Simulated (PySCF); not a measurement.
# AsF⁺: mean field, correlation and small terms against distance

State: ²Π, doublet, unpaired electrons π ↑. ROHF-based CCSD(T) in PySCF 2.14 with As cc-pwCVDZ-PP with ECP10, F aug-cc-pVDZ and As cc-pwCVTZ-PP with ECP10, F aug-cc-pVTZ (frozen core orbitals: 5; scalar-relativistic core potentials). Correlation energies are extrapolated as n⁻³ (n = 2, 3), Hartree–Fock as (n+1)·exp(−9√n). CV is the change on freezing 4 orbitals instead, in As cc-pwCVTZ-PP with ECP10, F cc-pwCVTZ. All energies in eV from As⁺ + F.

| R (Å) | HF/CBS | CCSD corr. | (T) | CV | total |
| --- | --- | --- | --- | --- | --- |
| 1.4679 | -1.893 | -1.610 | -0.1774 | -0.0092 | -3.689 |
| 1.5347 | -2.449 | -1.656 | -0.1987 | -0.0069 | -4.311 |
| 1.6014 | -2.663 | -1.706 | -0.2213 | -0.0051 | -4.596 |
| 1.6681 | -2.642 | -1.757 | -0.2449 | -0.0036 | -4.648 |
| 1.7348 | -2.461 | -1.808 | -0.2693 | -0.0024 | -4.541 |
| 1.8182 | -2.087 | -1.869 | -0.3007 | -0.0012 | -4.258 |
| 1.9016 | -1.615 | -1.929 | -0.3328 | -0.0004 | -3.876 |

A fit to the total gives Re = 1.6529 Å, De = 4.653 eV, ωe = 834.9 cm⁻¹, Be = 0.4072 cm⁻¹ (masses 74.9216 and 18.9984 u).

**Question.** At R = 1.6681 Å the CCSD correlation energy is -0.529500 hartree in the smaller basis and -0.791508 in the larger. Extrapolate it.

**Answer.** (3³·E3 − 2³·E2)/(3³ − 2³) = -0.90183 hartree; the larger basis holds 87.8 % of it.

The T1 diagnostic is 0.021. The state was picked by a PBE0 search and need not be the measured ground state. Spin–orbit coupling, excitations beyond (T) and corrections to the Born–Oppenheimer picture are left out.
